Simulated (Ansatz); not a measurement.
Input (CCSDT(Q)/aug-cc-pV(D+d)Z; Ansatz, a quantum-chemistry and plane-wave program): A basis named .json is the Basis Set Exchange file of that set.

Ansatz 0.2 input:
```yaml
crystal:
  periodic: [false, false, false]
  atoms:
    - {symbol: Si, position_ang: [0.07387960, -0.44013807, -0.28037269]}
    - {symbol: O, position_ang: [-0.17959231, 1.04254250, 0.42054796]}
    - {symbol: H, position_ang: [-1.00632830, -1.30641017, 0.30320218]}
    - {symbol: H, position_ang: [1.40875235, -0.87199678, 0.25763184]}
basis:
  gaussian:
    orbitals: aug-cc-pV_D+d_Z.json
magnetization: {spin_polarized: true, initial_magnetization: 2}
correlation: {method: ccsdt_q, electrons: outside_noble_gas}
```

Output:

```
Functional definition: HF
integrals: 0.13 GiB planned
1264 factors; integrals over basis functions are off by at most 1.3e-7 eV
mean field: 0.20 GiB planned
mean field evaluation 1: about -9923.9551 eV, gradient 2.7e1 eV
mean field evaluation 2: about -9923.9559 eV, gradient 2.7e1 eV
mean field evaluation 4: about -9928.9601 eV, gradient 5.6e0 eV
mean field evaluation 8: about -9929.7836 eV, gradient 1.6e-1 eV
mean field evaluation 16: about -9928.9591 eV, gradient 5.6e0 eV
mean field evaluation 32: about -9929.4593 eV, gradient 7.8e-1 eV
mean field evaluation 64: about -9929.4310 eV, gradient 3.8e-6 eV
mean field evaluation 96: about -9929.4310 eV, gradient 6.8e-4 eV
mean field evaluation 128: about -9924.2752 eV, gradient 3.6e0 eV
mean field evaluation 160: about -9923.7131 eV, gradient 6.9e-3 eV
mean field evaluation 192: about -9923.2835 eV, gradient 8.6e0 eV
mean field evaluation 224: about -9922.9527 eV, gradient 4.5e-2 eV
mean field -9929.78414267 eV, -364.9128365937 hartree, gradient 2.7e-6 eV, S^2 2.015366; 7 other end points of the search recorded, 0 dependent functions left out
determinant -9929.78414267 eV, -364.9128365937 hartree, with singles and doubles -9937.17507021 eV, -365.1844481709 hartree
determinant -9929.43102717 eV, -364.8998598383 hartree, with singles and doubles -9936.65704946 eV, -365.1654112595 hartree
determinant -9929.78414267 eV, -364.9128365937 hartree, with singles and doubles -9937.19184098 eV, -365.1850644855 hartree
determinant -9929.43102717 eV, -364.8998598383 hartree, with singles and doubles -9936.66374022 eV, -365.1656571404 hartree
6 core orbitals not correlated
reference -9929.78414267 eV, -364.9128365937 hartree; 7, 5 occupied and 60, 62 virtual orbitals, 1264 factors
second order -6.47479649 eV of doubles, -0.00000000 eV of singles
coupled cluster: 1.91 GiB planned
cycle   1  -7.04089595 eV  change   -5.7e-1 eV  update   8.7e-2
cycle   2  -7.38882571 eV  change   -3.5e-1 eV  update   4.1e-2
cycle   3  -7.61645035 eV  change   -2.3e-1 eV  update   2.9e-2
cycle   4  -7.62398172 eV  change   -7.5e-3 eV  update   1.6e-2
cycle   5  -7.63002339 eV  change   -6.0e-3 eV  update   1.1e-2
cycle   6  -7.65021470 eV  change   -2.0e-2 eV  update   6.4e-3
cycle   7  -7.65489070 eV  change   -4.7e-3 eV  update   3.5e-3
cycle   8  -7.65350018 eV  change    1.4e-3 eV  update   1.8e-3
cycle   9  -7.65519723 eV  change   -1.7e-3 eV  update   1.0e-3
cycle  10  -7.65565123 eV  change   -4.5e-4 eV  update   4.8e-4
cycle  11  -7.65536574 eV  change    2.9e-4 eV  update   2.4e-4
cycle  12  -7.65552800 eV  change   -1.6e-4 eV  update   1.3e-4
cycle  13  -7.65549867 eV  change    2.9e-5 eV  update   6.5e-5
cycle  14  -7.65548466 eV  change    1.4e-5 eV  update   3.4e-5
cycle  15  -7.65551190 eV  change   -2.7e-5 eV  update   2.1e-5
cycle  16  -7.65553567 eV  change   -2.4e-5 eV  update   1.3e-5
cycle  17  -7.65554748 eV  change   -1.2e-5 eV  update   8.7e-6
cycle  18  -7.65555192 eV  change   -4.4e-6 eV  update   4.3e-6
cycle  19  -7.65555451 eV  change   -2.6e-6 eV  update   2.7e-6
cycle  20  -7.65555529 eV  change   -7.8e-7 eV  update   1.4e-6
perturbative correction -0.01546778 eV, -0.0005684305 hartree
Total energy: -9937.45516574 eV, -365.1947414920 hartree
```

This triplet is an excited state, 2.8 eV above the singlet at CCSD(T)/cc-pV(5+d)Z (Ansatz).
